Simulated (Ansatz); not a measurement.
In2As, 3 atoms. Hardware: 2 threads of Arm Neoverse V2 on a shared host.

In the def2 sets In takes a core potential; there is no spin–orbit coupling.

Problem. How many basis functions does each of these Ansatz runs have, and roughly what does it cost? PBE with 15 % exact exchange/def2-TZVP, charge 0 quartet, energy, from earlier orbitals; PBE with 35 % exact exchange/def2-TZVP, charge 0 doublet, energy, from earlier orbitals; BHLYP-D4/def2-TZVP, charge 0 quartet, energy, from earlier orbitals; PBE0-D4/def2-TZVPD, charge -1 triplet at the geometry of the charge 0 doublet, energy; r2SCAN-D4/def2-TZVP, charge 1 singlet at the geometry of the charge 0 doublet, energy, from earlier orbitals; PBE with 5 % exact exchange/def2-TZVP, charge 0 quartet, energy, from earlier orbitals; r2SCAN-D4/def2-TZVPD, charge 0 doublet, energy, from earlier orbitals; PBE-D4/def2-TZVPD, charge 0 doublet, energy, from earlier orbitals; PBE with 15 % exact exchange/def2-TZVP, charge 0 doublet, energy, from earlier orbitals; PBE with 35 % exact exchange/def2-TZVP, charge 0 quartet, energy, from earlier orbitals; PBE-D4/def2-TZVP, charge 0 quartet, energy, from earlier orbitals; PBE0-D4/def2-TZVP, charge 1 singlet at the geometry of the charge 0 doublet, energy, from earlier orbitals.

Solution. Other jobs shared the machine, so times can vary by a factor of up to 3. A dash marks memory too small to be measured apart from the calling script's.

| run | functions | fitting or Cholesky vectors | wall time | peak host memory (GiB) |
| --- | --- | --- | --- | --- |
| PBE-D4/def2-TZVP, charge 0 quartet, energy, from earlier orbitals | 148 | 1149 | 4 s | – |
| PBE with 5 % exact exchange/def2-TZVP, charge 0 quartet, energy, from earlier orbitals | 148 | 1149 | 6 s | – |
| PBE with 15 % exact exchange/def2-TZVP, charge 0 quartet, energy, from earlier orbitals | 148 | 1252 | 6.5 s | 0.55 |
| PBE0-D4/def2-TZVP, charge 1 singlet at the geometry of the charge 0 doublet, energy, from earlier orbitals | 148 | 1385 | 7.5 s | 0.56 |
| PBE with 15 % exact exchange/def2-TZVP, charge 0 doublet, energy, from earlier orbitals | 148 | 1306 | 8.5 s | – |
| BHLYP-D4/def2-TZVP, charge 0 quartet, energy, from earlier orbitals | 148 | 1304 | 9 s | 0.55 |
| PBE with 35 % exact exchange/def2-TZVP, charge 0 quartet, energy, from earlier orbitals | 148 | 1304 | 9 s | – |
| PBE with 35 % exact exchange/def2-TZVP, charge 0 doublet, energy, from earlier orbitals | 148 | 1306 | 9.5 s | – |
| PBE-D4/def2-TZVPD, charge 0 doublet, energy, from earlier orbitals | 166 | 1269 | 11 s | – |
| r2SCAN-D4/def2-TZVP, charge 1 singlet at the geometry of the charge 0 doublet, energy, from earlier orbitals | 148 | 1149 | 12 s | – |
| r2SCAN-D4/def2-TZVPD, charge 0 doublet, energy, from earlier orbitals | 166 | 1269 | 27 s | – |
| PBE0-D4/def2-TZVPD, charge -1 triplet at the geometry of the charge 0 doublet, energy | 166 | 1463 | 56 s | 0.92 |
